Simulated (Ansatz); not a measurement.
Geometry optimisation, UKS BHLYP-D4/6-31G* in Ansatz 0.2.0.

The input (input.yaml):

```yaml
crystal:
  periodic: [false, false, false]
  atoms:
    - { symbol: B, position_ang: [0.073354, -0.268007, 0.023524] }
    - { symbol: Cl, position_ang: [-0.247093, 0.085349, 1.787832] }
    - { symbol: O, position_ang: [1.349211, -0.318814, -0.374897] }
    - { symbol: H, position_ang: [1.416391, -0.512936, -1.310939] }
    - { symbol: O, position_ang: [-0.955446, -0.46912, -0.813704] }
    - { symbol: H, position_ang: [-1.807782, -0.399138, -0.385641] }
    - { symbol: "N", position_ang: [-0.379671, 0.226111, 4.715815] }
    - { symbol: H, position_ang: [-0.197277, -0.775026, 4.634025] }
    - { symbol: H, position_ang: [0.538415, 0.63298, 4.547585] }
magnetization:
  spin_polarized: true
  initial_magnetization: 1
basis:
  gaussian: { orbitals: "6-31G*" }
hamiltonian:
  xc: { name: BHLYP }
  dispersion: d4
relax:
  f_tol: 0.03
  max_steps: 50
```

Run as:

```bash
$ ansatz run input.yaml --threads 4 --pin off --max-ram 5120MiB --backend cpu --events-out ev --progress --plain --runs-dir out
```

Where does it end, and by what steps?

The forces met the threshold. The force dipped under the threshold on the way, but the program's further checks kept it going. After 39 steps the energy has fallen by 0.158 eV; H4 moved furthest, 1.68 Å.

```csv
step,energy less start (eV),largest force component (eV/Å),accepted
0,0.0000,1.067,yes
2,-0.0417,0.541,yes
4,-0.0513,0.148,yes
6,-0.0541,0.337,yes
8,-0.0582,0.108,yes
10,-0.0590,0.038,yes
12,-0.0601,0.055,yes
14,-0.0609,0.119,yes
16,-0.0626,0.009,yes
18,-0.0605,0.346,no
20,-0.0644,0.034,yes
22,-0.0652,0.286,no
24,-0.0690,0.136,yes
26,-0.0734,0.167,yes
28,-0.0879,0.423,yes
30,-0.1216,0.452,yes
32,-0.1360,0.621,no
34,-0.1515,0.056,yes
36,-0.1540,0.028,yes
38,-0.1562,0.288,yes
39,-0.1583,0.010,yes
```

```xyz
9
Properties=species:S:1:pos:R:3
B -0.424 -0.239 0.419
Cl -1.832 -0.227 1.499
O 0.794 -0.166 0.984
H 1.496 -0.179 0.331
O -0.565 -0.319 -0.917
H -1.472 -0.367 -1.216
N 0.877 -0.029 4.220
H -0.109 -0.286 4.291
H 1.025 0.013 3.211
```

Whether the end is a true minimum wasn't checked by a vibrational analysis.

Run time: 66 s on 4 threads of Arm Neoverse V2 (shared host), peak memory 0.24 GiB.
